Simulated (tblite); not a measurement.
Species: C₈H₁₇P.
SMILES with atom numbers: `[CH3:1][C@@H:2]1[CH2:3][C@@H:4]([CH3:5])[P:6]([CH3:7])[C@@H:8]1[CH3:9]` (hydrogens: H10, H11, H12 on C1; H13 on C2; H14, H15 on C3; H16 on C4; H17, H18, H19 on C5; H20, H21, H22 on C7; H23 on C8; H24, H25, H26 on C9)

Computed with GFN2-xTB (tblite), gas phase: L-BFGS steps from a force-field or distance-geometry start until the largest atomic force falls under 0.01 eV/Å.

At the end of the run (lengths in Å): C2–C3 1.529, C2–C8 1.535, C4–P6 1.887, C1–H10 1.087, C2–H13 1.096, C9–H26 1.087, C4–H16 1.097, C1–C2–C8 112.5°, C2–C8–P6 106.3°, C4–P6–C8 91.6°, C3–C4–P6 106.6°, C1–C2–C3–C4 -71°, C2–C3–C4–C5 -164°, C3–C4–P6–C7 -89°, H23–C8–C2–C1 -166°, H23–C8–P6–C4 -96°.

Question: These geometries were met on the way; a selection of coordinates is given. Order them by energy above the end point, lowest first.
A. C2–C3 1.553, C2–C8 1.557, C4–P6 1.866, C1–H10 1.107, C2–H13 1.079, C9–H26 1.103, C4–H16 1.113, C1–C2–C8 115.1°, C2–C8–P6 106.5°, C4–P6–C8 93.3°, C3–C4–P6 105.9°, C1–C2–C3–C4 -75°, C2–C3–C4–C5 -168°, C3–C4–P6–C7 -84°, H23–C8–C2–C1 -158°, H23–C8–P6–C4 -104°
B. C2–C3 1.537, C2–C8 1.547, C4–P6 1.877, C1–H10 1.090, C2–H13 1.097, C9–H26 1.092, C4–H16 1.101, C1–C2–C8 115.0°, C2–C8–P6 106.6°, C4–P6–C8 92.8°, C3–C4–P6 105.7°, C1–C2–C3–C4 -76°, C2–C3–C4–C5 -167°, C3–C4–P6–C7 -84°, H23–C8–C2–C1 -157°, H23–C8–P6–C4 -104°
C. C2–C3 1.530, C2–C8 1.538, C4–P6 1.883, C1–H10 1.086, C2–H13 1.096, C9–H26 1.087, C4–H16 1.097, C1–C2–C8 113.9°, C2–C8–P6 108.0°, C4–P6–C8 91.4°, C3–C4–P6 106.4°, C1–C2–C3–C4 -75°, C2–C3–C4–C5 -167°, C3–C4–P6–C7 -83°, H23–C8–C2–C1 -159°, H23–C8–P6–C4 -103°
D. C2–C3 1.530, C2–C8 1.537, C4–P6 1.883, C1–H10 1.086, C2–H13 1.097, C9–H26 1.087, C4–H16 1.097, C1–C2–C8 112.7°, C2–C8–P6 107.2°, C4–P6–C8 91.8°, C3–C4–P6 106.3°, C1–C2–C3–C4 -73°, C2–C3–C4–C5 -166°, C3–C4–P6–C7 -84°, H23–C8–C2–C1 -161°, H23–C8–P6–C4 -102°
E. C2–C3 1.533, C2–C8 1.545, C4–P6 1.890, C1–H10 1.086, C2–H13 1.097, C9–H26 1.085, C4–H16 1.097, C1–C2–C8 114.5°, C2–C8–P6 107.6°, C4–P6–C8 91.7°, C3–C4–P6 106.1°, C1–C2–C3–C4 -76°, C2–C3–C4–C5 -167°, C3–C4–P6–C7 -84°, H23–C8–C2–C1 -157°, H23–C8–P6–C4 -104°

Answer: D (0.006 eV), C (0.011 eV), E (0.021 eV), B (0.041 eV), A (0.089 eV).

```csv
step,E above end (eV),"rms distance from the end, all atoms (Å)",largest force (eV/Å),rms shift of all bonds from the end (Å)
39,0.006,0.113,0.035,0.001
13,0.011,0.146,0.077,0.002
4,0.021,0.151,0.145,0.003
1,0.041,0.153,0.418,0.005
0,0.089,0.153,0.779,0.012
```

Rows stand in the order of the answer.
